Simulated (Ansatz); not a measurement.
Mulliken charges of C2H4AlFO (`[OH][AlH]/[CH]=C/F`) from ωB97M-V/def2-TZVPP in Ansatz (PBE0-D4/def2-TZVP geometry).

| atom | x (Å) | y (Å) | z (Å) | charge (e) |
| --- | --- | --- | --- | --- |
| O1 | -0.561 | 1.920 | -0.060 | -0.400 |
| Al2 | 0.308 | 0.762 | -0.947 | 0.535 |
| C3 | 0.380 | -0.973 | -0.124 | -0.330 |
| C4 | -0.225 | -1.153 | 1.041 | 0.112 |
| F5 | -0.230 | -2.323 | 1.692 | -0.186 |
| H6 | -0.681 | 2.825 | -0.342 | 0.160 |
| H7 | 0.983 | 1.133 | -2.329 | -0.108 |
| H8 | 0.889 | -1.837 | -0.546 | 0.103 |
| H9 | -0.775 | -0.399 | 1.597 | 0.115 |

**Question.** By hand: the dipole of these point charges (1 e Å = 4.8032 D).

**Answer.** Σ q r = (0.069, 0.358, -0.316) e Å, of length 0.482 e Å = 2.32 D.

**Question.** How does the dipole of the full density compare? (Best estimate.)

**Answer.** The calculation gave: (0.015, 0.329, -0.206) e Å, 1.87 D; the point charges give 1.24 times that, at 11° from its direction.

Point charges leave out the atoms' own dipoles, such as those of lone pairs, and Mulliken's split depends on the basis, so the two needn't agree.
